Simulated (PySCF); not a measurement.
# Mayer bond orders and bond lengths

Species: C₇H₁₂.
Atom-mapped SMILES: `[CH2:1]1[CH2:2][C:3]2([CH2:4]1)[CH2:5][CH2:6][CH2:7]2` (hydrogens: H8, H9 on C1; H10, H11 on C2; H12, H13 on C4; H14, H15 on C5; H16, H17 on C6; H18, H19 on C7)

Geometry (PBE0-D3(BJ)/def2-SVP, Å), atoms numbered from 1 in this order:
```xyz
19
C7H12 angstrom
C     -2.0718    0.0508   -0.6539
C     -1.4164   -0.5257    0.6156
C     -0.0811    0.0751    0.1515
C     -0.8807    1.0197   -0.7712
C      1.0390    0.6171    1.0515
C      2.0653    0.1135    0.0183
C      0.9714   -0.8067   -0.5559
H     -3.0799    0.4826   -0.5661
H     -2.0799   -0.6834   -1.4740
H     -1.4516   -1.6146    0.7792
H     -1.7817   -0.0225    1.5257
H     -0.4703    1.2312   -1.7716
H     -1.0893    1.9778   -0.2679
H      1.0990    0.0549    1.9974
H      1.0174    1.6934    1.2856
H      2.9838   -0.3598    0.3957
H      2.3513    0.9035   -0.6926
H      1.0114   -1.8137   -0.1102
H      0.8981   -0.9109   -1.6502
```

Bond orders from the PBE0/pcSseg-1 density (PySCF). Geometry: PBE0-D3(BJ)/def2-SVP; no solvent, vibrations or thermal averaging.

(1) Where do the orders between heavy atoms depart from those drawn in the SMILES?

(2) Give the Mayer order of every bond, beside its length.

Answers

(1) The largest departure is 0.034, at C3–C4 (drawn single, 0.966) and C7–C3 (drawn single, 0.966).

(2) 
```
  bond  drawn as  length (Å)  Mayer order
 C1–C2    single       1.541        1.026
 C2–C3    single       1.536        0.987
 C3–C4    single       1.544        0.966
 C3–C5    single       1.536        0.989
 C5–C6    single       1.541        1.029
 C6–C7    single       1.540        1.029
 C4–C1    single       1.540        1.027
 C7–C3    single       1.545        0.966
 C1–H8    single       1.100        0.959
 C1–H9    single       1.101        0.948
C2–H10    single       1.102        0.961
C2–H11    single       1.102        0.944
C4–H12    single       1.102        0.963
C4–H13    single       1.102        0.943
C5–H14    single       1.102        0.944
C5–H15    single       1.102        0.961
C6–H16    single       1.100        0.958
C6–H17    single       1.101        0.948
C7–H18    single       1.102        0.943
C7–H19    single       1.102        0.962
```

By pair of heavy elements: C–C: lowest C3–C4 and C7–C3 (0.966, 1.544 Å), highest C5–C6, C6–C7, C4–C1 and 1 more (1.029, 1.541 Å); in 8 of the 28 pairs the longer bond (by over 0.003 Å) has the higher order (by 0.02 or more). Bonds named together lie within 0.004.

Q: Sum the orders of all bonds at each heavy atom with more than one neighbour and set the sums beside the valence in the SMILES.

A: C1 3.960 (drawn 4), C2 3.918 (drawn 4), C3 3.908 (drawn 4), C4 3.899 (drawn 4), C5 3.923 (drawn 4), C6 3.964 (drawn 4), C7 3.900 (drawn 4). Orders between atoms that aren't bonded are not in these sums.

The Mayer order sums products of elements of PS (density times overlap matrix) between the two atoms' basis functions, so it depends on the basis set.

These values come from a run that also computed NMR shieldings. Hardware: Arm Neoverse V1, one thread, on a shared host. Cost: 26 s wall.
